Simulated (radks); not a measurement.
Values are calculated unless marked as measured or tabulated.
Species: Yb I. Configuration: [Xe] 4f14 6s2.

Code: a radial shooting solver on a logarithmic mesh with Libxc functionals. Model: scalar-relativistic Kohn-Sham, PBEsol, spin-polarised, spherical densities, point nucleus.

Energy parts (hartree):
total: -14055.4362
kinetic: 15318.1301
electron-nucleus: -34605.8908
Hartree: 5520.7225
exchange-correlation: -288.3980

Orbitals (lengths in bohr, moments of r in powers of bohr; r(90%) holds 90 % of the orbital's charge):
orbital  occ.  eigenvalue (hartree)      <r>       <r^4>  r(90%)   <1/r>
1s          2             -2249.871  0.01966   7.557e-07  0.0357   80.64
2s          2             -381.1942  0.08335   0.0001162   0.129   18.80
2p          6             -335.9777  0.07416  0.00008923   0.121   17.26
3s          2             -85.91224   0.2168    0.004347   0.318   6.944
3p          6             -72.28498   0.2163    0.004616   0.323   6.464
3d         10             -55.69440   0.1961    0.003598   0.305   6.122
4s          2             -16.89117   0.4880      0.1053   0.701   2.936
4p          6             -12.41826   0.5184      0.1403   0.754   2.678
4d         10              -6.53434   0.5602      0.2179   0.843   2.367
4f         14              -0.11264   0.7914       3.532    1.39   1.730
5s          2              -2.02037    1.208       4.089    1.75   1.098
5p          6              -1.00928    1.451       9.368    2.15  0.9001
6s          2              -0.14472    3.908       494.8    5.82  0.3203

The highest occupied level is 4f at -3.065 eV. The density falls to 0.001 e/bohr^3 at r = 5.05 bohr. For comparison, the ionisation energy in NIST's Atomic Spectra Database is 6.254 eV (measured). In exact Kohn-Sham theory the highest level is minus the ionisation energy, but local and semilocal functionals leave it too shallow, through self-interaction and a potential that decays too fast; potentials with the right tail come closer. Summed over all electrons, <r^2> = 72.03 bohr^2, which gives a Langevin (diamagnetic) susceptibility term of -57.1 x 10^-6 cm^3/mol.

Run on one thread of a shared host, so times are rough (Arm Neoverse N1): 0.95 s of CPU time, 0.95 s wall, 36 iterations on 2728 mesh points.
